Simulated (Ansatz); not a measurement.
```yaml
crystal:
  periodic: [false, false, false]
  atoms:
    - {symbol: C, position_ang: [-1.117129, -0.212863, 0.382946]}
    - {symbol: C, position_ang: [0.354852, 0.146595, 0.456271]}
    - {symbol: C, position_ang: [1.249473, -1.019184, 0.039835]}
    - {symbol: Ge, position_ang: [0.941388, 1.767742, -0.610690]}
    - {symbol: O, position_ang: [-0.593621, 2.194998, -1.423788]}
    - {symbol: H, position_ang: [-1.763022, 0.602701, 0.723528]}
    - {symbol: H, position_ang: [-1.415597, -0.476783, -0.638616]}
    - {symbol: H, position_ang: [-1.352068, -1.083640, 1.005500]}
    - {symbol: H, position_ang: [0.608013, 0.413223, 1.493028]}
    - {symbol: H, position_ang: [2.313136, -0.767441, 0.099086]}
    - {symbol: H, position_ang: [1.045755, -1.331083, -0.990277]}
    - {symbol: H, position_ang: [1.087229, -1.896000, 0.676131]}
    - {symbol: H, position_ang: [-1.337908, 1.626933, -1.198055]}
basis:
  gaussian: {orbitals: aug-cc-pVTZ}
magnetization: {spin_polarized: true, initial_magnetization: 2}
hamiltonian: {xc: {name: wB97X}}
output: {forces: true}
```

```sh
$ ansatz run in.yaml --threads 4 --pin off --events-out ev --progress --plain --max-ram 11315MiB
```

Shortened log:

```
Functional definition: wB97X
1794 factors; their error is unknown
670 factors; integrals over basis functions are off by at most 2.7e-5 eV
mean field evaluation 1: about -61797.0895 eV, gradient 5.0e1 eV
mean field evaluation 2: about -61795.6263 eV, gradient 5.7e1 eV
mean field evaluation 4: about -61807.4103 eV, gradient 3.0e0 eV
mean field evaluation 8: about -61807.4639 eV, gradient 1.2e-1 eV
mean field evaluation 16: about -61807.5868 eV, gradient 5.5e-3 eV
mean field -61807.58678632 eV, -2271.3869197101 hartree, gradient 6.0e-5 eV, S^2 2.007598; 0 other end points of the search recorded, 0 dependent functions left out
reference -61807.58675042 eV, -2271.3869183910 hartree; 34, 32 occupied and 393, 395 virtual orbitals, 1794 factors
Total energy: -61807.58675042 eV, -2271.3869183910 hartree
Atom 0 at    -1.117129    -0.212863     0.382946 Å, force    -0.360350     0.543389    -0.534550 eV/Å
Atom 1 at     0.354852     0.146595     0.456271 Å, force     0.736450    -1.698699     1.533872 eV/Å
Atom 2 at     1.249473    -1.019184     0.039835 Å, force     0.178298    -0.123269    -0.236432 eV/Å
Atom 3 at     0.941388     1.767742    -0.610690 Å, force    -0.526413     0.283043    -0.216178 eV/Å
Atom 4 at    -0.593621     2.194998    -1.423788 Å, force    -0.423743     0.435266    -0.465293 eV/Å
Atom 5 at    -1.763022     0.602701     0.723528 Å, force     0.085596    -0.074233    -0.011158 eV/Å
Atom 6 at    -1.415597    -0.476783    -0.638616 Å, force     0.053434     0.008131     0.098235 eV/Å
Atom 7 at    -1.352068    -1.083640     1.005500 Å, force     0.325138     0.096336     0.025338 eV/Å
Atom 8 at     0.608013     0.413223     1.493028 Å, force    -0.075316     0.094802    -0.317547 eV/Å
Atom 9 at     2.313136    -0.767441     0.099086 Å, force    -0.179475    -0.001543     0.010925 eV/Å
Atom 10 at     1.045755    -1.331083    -0.990277 Å, force     0.009060     0.106242     0.100265 eV/Å
Atom 11 at     1.087229    -1.896000     0.676131 Å, force    -0.113480     0.100033     0.096869 eV/Å
Atom 12 at    -1.337908     1.626933    -1.198055 Å, force     0.290801     0.230503    -0.084345 eV/Å
Dipole moment:    -0.080077    -0.599100     0.405496 e Å
```

It took 65 s on 4 threads of an Arm Neoverse V1 on a shared host, with 3.3 GiB of host memory at the peak.
